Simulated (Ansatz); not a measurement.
# How methods differ on AlF3 (SMILES [F][Al]([F])[F])

AlF3 has 4 atoms, charge 0, and is taken as a singlet. As SMILES, `[F][Al]([F])[F]`. The shape comes from GFN2-xTB, which is rough for such elements, and wasn't checked as a minimum.

Each level gives the vertical ionisation energy (to the doublet cation) (eV). The values are calculated.

```csv
level,kind,program,value (eV),CPU time (all runs)
HF/STO-3G,Hartree–Fock,Ansatz,8.01,0.64 s
SVWN5/STO-3G,LDA,Ansatz,7.34,3.9 s
BLYP/STO-3G,GGA,Ansatz,7.05,6.8 s
r2SCAN/STO-3G,meta-GGA,Ansatz,7.64,25 s
r2SCAN0/STO-3G,hybrid meta-GGA,Ansatz,8.53,32 s
wB97X/STO-3G,range-separated hybrid,Ansatz,8.59,50 s
RPA@PBE/STO-3G,RPA,Ansatz,5.10,13 s
CCSD/STO-3G,coupled cluster or CI,Ansatz,7.87,1.4 s
CCSDT(Q)/STO-3G,coupled cluster or CI,Ansatz,7.74,15 s
```

The values span 5.10 to 8.59 eV. All rows use very small basis sets, so even the best lies far from the true value. Times are those of the runs behind each value, whatever else they computed, on shared processors of several kinds: orders of magnitude only.
